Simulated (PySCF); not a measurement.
Radial density of O (oxygen, neutral)

TPSSh, [He] 2s2 2p4, high-spin 3P determinant. Computed with PySCF 2.14 in aug-cc-pV5Z, with no relativity, point nucleus.

```csv
r (bohr),4πr²ρ (e/bohr),4πr²(ρα − ρβ)
0.00316,0.03728,0.0000
0.00532,0.1019,0.0000
0.00895,0.2721,0.0000
0.0150,0.6985,0.0000
0.0253,1.677,0.0001
0.0426,3.606,0.0011
0.0716,6.449,0.0075
0.120,8.512,0.0411
0.203,6.959,0.1851
0.341,3.556,0.6253
0.573,3.845,1.3497
0.964,4.598,1.4858
1.62,2.146,0.6760
2.73,0.3255,0.1013
4.59,0.01319,0.0029
7.72,7.537e-05,0.0000
```
